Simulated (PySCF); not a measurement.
## Telling isomers of C6H10OSi apart by NMR

PySCF 2.14 calculation with shielding tensors at PBE0/pcSseg-1 (GIAO) and coordinates at the GFN2-xTB level; one conformer, no relativistic terms, fast rotation and ring inversion assumed for equivalent nuclei, in vacuum.

Referencing at the same level of theory: ¹H (31.72 ppm), ¹³C (186.93 ppm) against TMS. Where no couplings were computed, multiplicities follow the n + 1 count of equivalent neighbours, and m marks all less simple cases (inequivalent or close neighbours, rings, F or P nearby). Shifts are as computed. Against solution values, carbons near 30 ppm lie about +3 ppm off and those near 130 ppm about +5 ppm. Of 1211 compounds with measured shifts, 218 miss one by over three times the rms of a fit or turn the order of signals round; such compounds aren't used in these exercises.

(1) Tabulate the signals of `C=C/C=C\C=C/O[SiH3]`, `CCC1=C[SiH2]C=CO1`, `C=CCO[SiH2]C#CC` and their relative energies.

(2) What is the quickest way to tell C=C/C=C\C=C/O[SiH3] from CCC1=C[SiH2]C=CO1?

(3) What is the quickest way to tell C=C/C=C\C=C/O[SiH3] from C=CCO[SiH2]C#CC?

(4) What is the quickest way to tell CCC1=C[SiH2]C=CO1 from C=CCO[SiH2]C#CC?

Results:

(1) 
```tsv
SMILES	carbon types	δC	δH	E rel. (kcal/mol)
C=C/C=C\C=C/O[SiH3]	5×CH 1×CH2	147.2, 140.0, 134.1, 130.0, 123.5, 115.0	7.07 (m, 1H), 6.88 (m, 1H), 6.35 (d, 1H), 6.13 (m, 1H), 6.04 (m, 1H), 5.47 (m, 1H), 5.39 (m, 1H), 5.06 (s, 3H)	11.2
CCC1=C[SiH2]C=CO1	1×C 3×CH 1×CH2 1×CH3	176.0, 161.5, 97.6, 93.0, 38.6, 16.8	7.33 (d, 1H), 5.10 (m, 1H), 4.96 (m, 1H), 4.90 (m, 2H), 2.22 (q, 2H), 1.21 (t, 3H)	0.0
C=CCO[SiH2]C#CC	2×C 1×CH 2×CH2 1×CH3	148.4, 120.8, 113.2, 84.5, 70.1, 5.9	6.45 (m, 1H), 5.45 (m, 1H), 5.37 (m, 1H), 4.99 (s, 2H), 4.43 (d, 2H), 2.09 (s, 3H)	19.3
```

Energies are electronic energies at PBE0/pcSseg-1 on these geometries, without zero-point or thermal terms, each for the one conformer computed, which needn't be the lowest.

(2) Both give the same number of carbon signals, but DEPT or the intensities differ. The first has a terminal =CH2 carbon at 123.5 ppm, the second an alkene carbon bearing oxygen (C) at 176.0 ppm. Their most deshielded carbons lie at 147.2 and 176.0 ppm.

(3) Both give the same number of carbon signals, but DEPT or the intensities differ. The first has a β carbon of an enol-ether or enamine type C=C (CH) at 115.0 ppm, the second an alkyne carbon (C) at 113.2 ppm. Their most deshielded carbons lie at 147.2 and 148.4 ppm. In the proton spectra the most deshielded non-exchanging signals are 7.07 (m, 1H) and 6.45 (m, 1H).

(4) Both give the same number of carbon signals, but DEPT or the intensities differ. The first has an alkene carbon bearing oxygen (C) at 176.0 ppm, the second a terminal =CH2 carbon at 120.8 ppm. Their most deshielded carbons lie at 176.0 and 148.4 ppm. In the proton spectra the most deshielded non-exchanging signals are 7.33 (d, 1H) and 6.45 (m, 1H).
